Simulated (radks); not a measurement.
Problem. Radial electron density D(r) = 4 pi r^2 rho(r) of an atom or ion with 20 electrons. Method: scalar-relativistic Kohn-Sham, PBE, spin-polarised, spherical densities, point nucleus; computed with a radial shooting solver on a logarithmic mesh with Libxc functionals.

| r (bohr) | D(r) (e/bohr) | spin D(r) |
|---|---|---|
| 0.002512 | 0.4093 | 0.000121 |
| 0.002878 | 0.5278 | 0.000156 |
| 0.003297 | 0.6793 | 0.000201 |
| 0.003778 | 0.8721 | 0.000258 |
| 0.004363 | 1.133 | 0.000335 |
| 0.004998 | 1.445 | 0.000427 |
| 0.005726 | 1.837 | 0.000542 |
| 0.006561 | 2.325 | 0.000686 |
| 0.007516 | 2.929 | 0.000862 |
| 0.008611 | 3.669 | 0.00108 |
| 0.009866 | 4.567 | 0.00134 |
| 0.0113 | 5.644 | 0.00164 |
| 0.01305 | 6.998 | 0.00203 |
| 0.01496 | 8.490 | 0.00244 |
| 0.01713 | 10.19 | 0.00290 |
| 0.01963 | 12.07 | 0.00338 |
| 0.02249 | 14.10 | 0.00388 |
| 0.02577 | 16.21 | 0.00434 |
| 0.02952 | 18.30 | 0.00472 |
| 0.03382 | 20.23 | 0.00495 |
| 0.03906 | 21.92 | 0.00493 |
| 0.04475 | 23.04 | 0.00459 |
| 0.05127 | 23.53 | 0.00386 |
| 0.05874 | 23.32 | 0.00272 |
| 0.06729 | 22.44 | 0.00120 |
| 0.0771 | 21.04 | -0.000538 |
| 0.08833 | 19.42 | -0.00223 |
| 0.1012 | 17.98 | -0.00347 |
| 0.1169 | 17.12 | -0.00377 |
| 0.1339 | 17.27 | -0.00261 |
| 0.1534 | 18.44 | 0.000206 |
| 0.1758 | 20.40 | 0.00462 |
| 0.2014 | 22.57 | 0.0101 |
| 0.2307 | 24.20 | 0.0160 |
| 0.2643 | 24.53 | 0.0216 |
| 0.3028 | 23.13 | 0.0269 |
| 0.3497 | 19.84 | 0.0337 |
| 0.4006 | 15.66 | 0.0442 |
| 0.459 | 11.44 | 0.0621 |
| 0.5259 | 8.149 | 0.0899 |
| 0.6025 | 6.370 | 0.128 |
| 0.6903 | 6.098 | 0.172 |
| 0.7908 | 6.776 | 0.214 |
| 0.906 | 7.585 | 0.244 |
| 1.046 | 7.831 | 0.260 |
| 1.199 | 7.198 | 0.262 |
| 1.373 | 5.887 | 0.262 |
| 1.574 | 4.301 | 0.272 |
| 1.803 | 2.842 | 0.297 |
| 2.065 | 1.752 | 0.336 |
| 2.366 | 1.073 | 0.381 |
| 2.711 | 0.7177 | 0.423 |
| 3.131 | 0.5503 | 0.448 |
| 3.587 | 0.4712 | 0.440 |
| 4.11 | 0.3988 | 0.391 |
| 4.708 | 0.3111 | 0.310 |
| 5.394 | 0.2178 | 0.218 |
| 6.18 | 0.1363 | 0.136 |
| 7.08 | 0.07699 | 0.0770 |
| 8.112 | 0.03959 | 0.0396 |
| 9.368 | 0.01783 | 0.0178 |
| 10.73 | 0.007697 | 0.00770 |
| 12.3 | 0.003039 | 0.00304 |
| 14.09 | 0.001079 | 0.00108 |

What is the nuclear charge?

Solution. Z = 20. The innermost maximum, from 1s, lies near gamma/Z bohr with gamma = sqrt(1 - (Z/c)^2) = 0.989, here 0.0495 bohr (found: 0.0529), and its height grows with Z. The density is that of neutral calcium in [Ar] 3d1 4s1; the configuration itself is not fixed sharply by these data, and Z only to about a unit. D(r) has 3 maxima, at r = 0.0529, 0.254, 1.01 bohr, and minima at 0.123, 0.663 bohr, inside which lie 2.15, 10.37 electrons.
